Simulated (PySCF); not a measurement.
**MgIn⁺: from constants to spectrum**

RHF-CCSD(T) constants of MgIn⁺, ¹Σ⁺ (singlet), closed shell (Mg cc-pVDZ, In cc-pVDZ-PP with ECP28; scalar-relativistic core potentials (PySCF 2.14); masses 23.9850 and 114.9039 u):

```
ωe              : 134.0 cm⁻¹
ωexe            : 0.825 cm⁻¹
Be              : 0.077117 cm⁻¹
αe              : 0.000598 cm⁻¹
D (centrifugal) : 1.02e-07 cm⁻¹
De to Mg + In⁺  : 0.62 eV
```

(1) Give the vibrational terms G(v) and spacings up to v = 6.

(2) How well does the Morse estimate ωe²/(4ωexe) reproduce De, and what is D0?

Correlated steps freeze 5 core orbitals. Correlated levels converge slowly with the basis: in double zeta they bind strong bonds too weakly, by up to about 1 eV, and carry superposition errors of some tenths. Spin–orbit coupling is left out. For an ion De counts to the pair picked by the measured ionisation energies or electron affinities, which need not be the lowest pair at this level.

## Answers

(1) G(v) = ωe(v+½) − ωexe(v+½)².

| v | G(v) (cm⁻¹) | G(v) − G(v−1) | Bv (cm⁻¹) |
| --- | --- | --- | --- |
| 0 | 66.8 |  | 0.07682 |
| 1 | 199.1 | 132.4 | 0.07622 |
| 2 | 329.8 | 130.7 | 0.07562 |
| 3 | 458.9 | 129.1 | 0.07502 |
| 4 | 586.3 | 127.4 | 0.07443 |
| 5 | 712.0 | 125.8 | 0.07383 |
| 6 | 836.1 | 124.1 | 0.07323 |

(2) It gives 0.67 eV, 109 % of the computed De. D0 = De − G(0) = 0.62 − 0.01 = 0.61 eV.
